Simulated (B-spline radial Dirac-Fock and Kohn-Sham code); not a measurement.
Pt 5d3/2: cross section and angular parameters

System: neutral platinum, [Xe] 4f14 5d9 6s1; threshold 10.39 eV (orbital energy of the model). These are calculated numbers from a radial B-spline solver; the model is Dirac-Hartree-Slater photoionisation with a Latter tail; cross sections with all multipoles, angular parameters from the dipole term and its interference with E2.

For linearly polarised light dσ/dΩ = σ/(4π) [1 + β P₂(cos θ) + (δ + γ cos²θ) sin θ cos φ], with θ from the polarisation vector and φ the angle between the beam and the projection of the electron momentum on the plane normal to the polarisation.

| hν (eV) | σ (kb) | β | γ | δ |
| --- | --- | --- | --- | --- |
| 56.8 | 5050 | 0.899 | 0.010 | 0.011 |
| 60 | 4260 | 0.964 | 0.014 | 0.012 |
| 75 | 2000 | 1.249 | 0.039 | 0.017 |
| 83.9 | 1310 | 1.406 | 0.064 | 0.019 |
| 85.2 | 1230 | 1.428 | 0.068 | 0.019 |
| 100 | 632 | 1.664 | 0.128 | 0.020 |
| 161 | 70.0 | 1.731 | 0.419 | -0.021 |
| 175 | 49.4 | 1.332 | 0.387 | -0.028 |
| 179 | 45.5 | 1.189 | 0.366 | -0.028 |
| 200 | 33.1 | 0.360 | 0.197 | -0.015 |
| 373 | 32.6 | -0.095 | 0.083 | 0.067 |
| 414 | 32.7 | 0.102 | 0.137 | 0.057 |
| 561 | 29.0 | 0.564 | 0.197 | 0.025 |
| 637 | 26.3 | 0.712 | 0.183 | 0.015 |
| 656 | 25.6 | 0.744 | 0.177 | 0.013 |
| 800 | 20.9 | 0.928 | 0.121 | 0.003 |
| 846 | 19.6 | 0.972 | 0.102 | 0.001 |
| 905 | 18.0 | 1.022 | 0.080 | 0.000 |
| 1090 | ? | ? | ? | ? |
| 1190 | 12.2 | 1.186 | -0.003 | 0.000 |
| 1486.9 | 8.39 | 1.282 | -0.037 | 0.006 |
| 2170 | 4.03 | 1.382 | 0.011 | 0.021 |
| 3140 | 1.76 | 1.414 | 0.204 | 0.039 |
| 5140 | 0.497 | 1.375 | 0.662 | 0.072 |
| 6000 | 0.323 | 1.346 | 0.840 | 0.086 |
| 9251.7 | 0.0897 | 1.232 | 1.387 | 0.139 |
| 9800 | 0.0751 | 1.214 | 1.464 | 0.148 |
| 12100 | 0.0384 | 1.142 | 1.745 | 0.186 |
| 15000 | 0.0189 | 1.062 | 2.025 | 0.235 |

Problem. Give the values at 1090 eV.

Solution. σ = 13.9 kb, β = 1.139, γ = 0.020, δ = -0.001.
